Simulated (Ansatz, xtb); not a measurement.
Two structures of F2H4MoO4

Structure I is a singlet given by its coordinates and structure II is a singlet given by its coordinates. Both are gas-phase species (loosely bound parts included), relaxed with PBE0-D4/def2-SVP.

I (Å):

```yaml
atoms:
  - { symbol: F, position_ang: [-0.4350, -2.3655, -0.8277] }
  - { symbol: F, position_ang: [0.9003, -1.1581, 0.9858] }
  - { symbol: Mo, position_ang: [-0.8913, -1.0482, 0.4315] }
  - { symbol: O, position_ang: [-1.0606, -2.3285, 1.8137] }
  - { symbol: O, position_ang: [-1.1131, 0.5520, 1.3048] }
  - { symbol: O, position_ang: [-2.6813, -1.3746, 0.1813] }
  - { symbol: O, position_ang: [-0.4345, 0.0560, -1.0358] }
  - { symbol: H, position_ang: [-0.2295, -2.6366, 2.2020] }
  - { symbol: H, position_ang: [-0.7337, 1.4074, 1.0645] }
  - { symbol: H, position_ang: [-3.1764, -2.1627, 0.4404] }
  - { symbol: H, position_ang: [-0.0545, -0.4010, -1.7993] }
```

Close contacts (Å): F1–Mo3 1.88, F2–Mo3 1.88, Mo3–O4 1.89, Mo3–O5 1.84, Mo3–O6 1.84, Mo3–O7 1.89, Mo3–H8 2.47, Mo3–H9 2.54, Mo3–H10 2.54, Mo3–H11 2.47, O4–H8 0.97, O5–H9 0.97, O6–H10 0.97, O7–H11 0.97.

II (Å):

```yaml
atoms:
  - { symbol: F, position_ang: [-1.3107, 1.1330, -0.7137] }
  - { symbol: F, position_ang: [0.0517, 1.0547, 1.2622] }
  - { symbol: Mo, position_ang: [0.4990, -0.5447, 0.1452] }
  - { symbol: O, position_ang: [-1.0034, -1.1209, 1.0928] }
  - { symbol: O, position_ang: [1.5722, 0.7862, -0.6061] }
  - { symbol: O, position_ang: [0.0903, -1.4013, -1.4369] }
  - { symbol: O, position_ang: [1.6550, -1.5097, 0.8147] }
  - { symbol: H, position_ang: [-1.5033, -0.5293, 1.6682] }
  - { symbol: H, position_ang: [1.5184, 1.7069, -0.3224] }
  - { symbol: H, position_ang: [-0.5769, -1.0277, -2.0303] }
  - { symbol: H, position_ang: [-0.9922, 1.4526, 0.1262] }
```

Close contacts (Å): F1–Mo3 2.61, F2–Mo3 2.00, Mo3–O4 1.87, Mo3–O5 1.87, Mo3–O6 1.84, Mo3–O7 1.65, F1–H11 0.95, Mo3–H8 2.52, Mo3–H9 2.52, Mo3–H10 2.47, Mo3–H11 2.49, O4–H8 0.96, O5–H9 0.96, O6–H10 0.97.

**Question.** Estimate which is lower in electronic energy at CCSD(T)/def2-SVP + ΔMP2/def2-TZVPP, and by roughly how much.

**Answer.** The CCSD(T)/def2-SVP + ΔMP2/def2-TZVPP calculation puts structure II lower, by 14.7 kcal/mol.

How the difference moves with the method:

```csv
level,geometry,E(II) − E(I) (kcal/mol),departure from the last row (kcal/mol),"job, with rough time for the two"
PBE0-D4/def2-SVP,PBE0-D4/def2-SVP,−6.4,+8.2,"optimisation, 2 min"
HF/def2-SVP,PBE0-D4/def2-SVP,−12.2,+2.4,part of the CCSD(T) run
MP2/def2-SVP,PBE0-D4/def2-SVP,−28.1,−13.4,part of the CCSD(T) run
CCSD(T)/def2-SVP,PBE0-D4/def2-SVP,−18.0,−3.4,single point
CCSD(T)/def2-SVP + ΔMP2/def2-TZVPP,PBE0-D4/def2-SVP,−14.7,,"single point, 68 s"
```

None of the levels shown reverses the order. The largest departure from CCSD(T)/def2-SVP + ΔMP2/def2-TZVPP is that of MP2/def2-SVP, 13.4 kcal/mol. Levels run at GFN2-xTB geometries aren't shown. The last row adds to CCSD(T) the change of the MP2 difference between the two basis sets, here +3.4 kcal/mol, a large step that makes the value less sure.

With thermal terms from frequencies at re-optimised GFN2-xTB minima (ideal gas, soft modes damped towards free rotors, one conformer each, 298.15 K, 1 atm): the zero-point term adds −0.8 kcal/mol; ΔH is −15.0 and ΔG −17.2 kcal/mol.

The T1 diagnostic of structures I and II is large, so the coupled-cluster value is less sure. The correlated steps freeze 6 core orbitals. Atoms past krypton carry core potentials in the def2 sets and no spin–orbit term is included. Programs: Ansatz 0.2.0, xtb 6.7.1; the last row on 2 threads of AMD EPYC 9R45 96-Core Processor (Zen 5) on a shared host.
